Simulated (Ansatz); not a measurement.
(BeO)4 ring (Be₄O₄), 8 atoms. Hardware: 2 threads of AMD EPYC 7R43 on a shared host.

Correlated methods freeze 4 core orbitals.

(1) How many basis functions does each of these Ansatz runs have, and roughly what does it cost? ωB97M-V/def2-TZVP, charge 0 singlet, energy, from earlier orbitals; r2SCAN0-D4/def2-TZVP, charge 0 singlet, energy, from earlier orbitals; PBE-D4/def2-SVP, charge 0 singlet, energy, from earlier orbitals; MP2/def2-TZVP, charge 0 singlet, energy, from earlier orbitals; B3LYP-D4/def2-SVP, charge 0 singlet, relaxation, 4 steps; PBE0-D4/def2-SVP, charge 0 singlet, energy with a search over starts; PBE-D4/def2-TZVP, charge 0 singlet, energy and forces, from earlier orbitals; CCSD(T)/def2-SVP, charge 0 singlet, energy, from earlier orbitals; BLYP-D4/def2-TZVP, charge 0 singlet, energy, from earlier orbitals; PBE0-D4/def2-TZVP, charge 0 singlet, energy, from earlier orbitals; r2SCAN-D4/def2-TZVP, charge 0 singlet, energy, from earlier orbitals; PBE0-D4/def2-SVP, charge 0 singlet, energy, from earlier orbitals.

Results:

(1) Other jobs shared the machine, so times can vary by a factor of up to 3. A dash marks memory too small to be measured apart from the calling script's.

```
                                                                         run  functions  fitting or Cholesky vectors  wall time  peak host memory (GiB)
            PBE-D4/def2-SVP, charge 0 singlet, energy, from earlier orbitals         92                         1108      1.9 s                       –
           PBE0-D4/def2-SVP, charge 0 singlet, energy, from earlier orbitals         92                         1016      2.4 s                       –
        PBE0-D4/def2-SVP, charge 0 singlet, energy with a search over starts         92                         1016      2.6 s                       –
          BLYP-D4/def2-TZVP, charge 0 singlet, energy, from earlier orbitals        200                         1168        4 s                       –
PBE-D4/def2-TZVP, charge 0 singlet, energy and forces, from earlier orbitals        200                         1168      4.2 s                       –
              MP2/def2-TZVP, charge 0 singlet, energy, from earlier orbitals        200                         1428      4.2 s                       –
          PBE0-D4/def2-TZVP, charge 0 singlet, energy, from earlier orbitals        200                         1168      4.5 s                       –
       r2SCAN0-D4/def2-TZVP, charge 0 singlet, energy, from earlier orbitals        200                         1168      7.5 s                       –
        r2SCAN-D4/def2-TZVP, charge 0 singlet, energy, from earlier orbitals        200                         1168      8.5 s                       –
                    B3LYP-D4/def2-SVP, charge 0 singlet, relaxation, 4 steps         92                         1076       13 s                       –
           CCSD(T)/def2-SVP, charge 0 singlet, energy, from earlier orbitals         92                         1016       13 s                       –
          ωB97M-V/def2-TZVP, charge 0 singlet, energy, from earlier orbitals        200                         1168       14 s                    0.55
```
